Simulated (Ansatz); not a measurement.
Born–Oppenheimer molecular dynamics of C2H7BO (11 atoms, charge 0, multiplicity 1). It starts from a relaxed structure.

All numbers below come from RKS PBE/6-31G (Ansatz).

```json
{
  "ensemble": "NVT, Nosé–Hoover chain",
  "time step": "0.5 fs",
  "steps asked": "300",
  "set temperature": "1000 K",
  "thermostat": "time constant 50 fs, chain length 1",
  "seed": "913921"
}
```

First frame:

```xyz
11
Properties=species:S:1:pos:R:3
B -0.013 -0.065 -0.029
O 0.052 -0.239 1.357
H -0.812 -0.383 1.807
C 1.368 0.143 -0.760
H 1.615 -0.751 -1.367
H 1.331 0.991 -1.469
H 2.194 0.308 -0.049
C -1.401 -0.080 -0.796
H -2.267 -0.383 -0.177
H -1.617 0.930 -1.198
H -1.359 -0.752 -1.673
```

(1) How far do the bonds stretch over the last three quarters of this one trajectory? (Pairs bonded in most of those frames.)

Answers

(1) 
```csv
bond,mean (Å),spread (Å),shortest,longest
B1–O2,1.411,0.043,1.34,1.49
B1–C4,1.591,0.055,1.49,1.68
B1–C8,1.599,0.045,1.52,1.70
O2–H3,0.991,0.008,0.98,1.01
C4–H5,1.111,0.019,1.07,1.17
C4–H6,1.110,0.009,1.09,1.13
C4–H7,1.112,0.017,1.08,1.16
C8–H9,1.138,0.082,0.98,1.31
C8–H10,1.135,0.078,1.00,1.31
C8–H11,1.129,0.068,1.00,1.31
```

Mean temperature of the second half: 1363 K. The conserved energy stayed within 1.3 meV per atom of its start (net change 0.78 meV per atom), so the integration is sound. The mean temperature of the second half is 36 % above the set value. A run of 0.15 ps of so small a system gives no equilibrium averages. Limits of this set-up: no polarisation functions.

The run took 8.7 min on 1 thread of Arm Neoverse V2 (shared host), peak memory 0.097 GiB.
